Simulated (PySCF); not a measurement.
1-ethynyl-1-methylcyclopropane (C6H8), SMILES C1CC1(C)C#C. Atoms are numbered in the order given.

```xyz
14

C      0.1773    -2.4347     0.0000
C      0.0417    -1.2178     0.0000
C     -0.1509     0.2160     0.0000
C     -1.6047     0.6727     0.0000
C      0.8755     1.0629     0.7517
C      0.8755     1.0629    -0.7517
H      0.3038    -3.5076     0.0000
H     -2.1365     0.2969     0.8972
H     -1.6654     1.7795     0.0000
H     -2.1365     0.2969    -0.8972
H      0.4889     1.9489     1.2796
H      1.6848     0.5318     1.2743
H      0.4889     1.9489    -1.2796
H      1.6848     0.5318    -1.2743
```
Charge 0, spin multiplicity 1.

Geometry: PBE-D3(BJ)/def2-SVP.

These are PBE-D3(BJ)/def2-SVP (PySCF) values and carry that method's errors.

Frequencies are harmonic and unscaled.

| mode | ν (cm⁻¹) | IR (km/mol) | moving atoms (share of kinetic energy) |
|---|---|---|---|
| 1 | 167 | 0.5 | C 75 %, H 25 % |
| 2 | 193 | 0.6 | H 54 %, C 46 % |
| 3 | 229 | 0.8 | H 72 %, C 28 % |
| 4 | 328 | 1.5 | C 53 %, H 47 % |
| 5 | 334 | 0.1 | C 66 %, H 34 % |
| 6 | 522 | 9.3 | C 87 %, H 13 % |
| 7 | 528 | 0.0 | C 84 %, H 16 % |
| 8 | 602 | 41.2 | H 81 %, C 19 % |
| 9 | 657 | 23.0 | C 51 %, H 49 % |
| 10 | 657 | 14.1 | C 52 %, H 48 % |
| 11 | 760 | 0.0 | H 97 % |
| 12 | 830 | 2.5 | C 68 %, H 32 % |
| 13 | 898 | 2.0 | H 72 %, C 28 % |
| 14 | 902 | 8.7 | H 57 %, C 43 % |
| 15 | 930 | 10.8 | H 60 %, C 40 % |
| 16 | 996 | 6.6 | H 83 %, C 17 % |
| 17 | 1019 | 0.8 | H 71 %, C 29 % |
| 18 | 1049 | 0.5 | C 69 %, H 31 % |
| 19 | 1063 | 5.1 | H 59 %, C 41 % |
| 20 | 1136 | 0.0 | H 75 %, C 25 % |
| 21 | 1263 | 3.5 | C 67 %, H 33 % |
| 22 | 1292 | 3.2 | C 65 %, H 35 % |
| 23 | 1346 | 2.3 | H 71 %, C 29 % |
| 24 | 1380 | 5.7 | H 92 % |
| 25 | 1406 | 2.9 | H 96 % |
| 26 | 1420 | 6.0 | H 93 % |
| 27 | 1434 | 0.8 | H 64 %, C 36 % |
| 28 | 2159 | 22.2 | C 91 %, H 9 % |
| 29 | 2972 | 24.1 | H 97 % |
| 30 | 3064 | 11.0 | H 95 % |
| 31 | 3064 | 12.3 | H 90 %, C 10 % |
| 32 | 3066 | 2.0 | H 92 % |
| 33 | 3069 | 16.7 | H 93 % |
| 34 | 3161 | 0.0 | H 89 %, C 11 % |
| 35 | 3171 | 5.0 | H 89 %, C 11 % |
| 36 | 3410 | 81.0 | H 86 %, C 14 % |
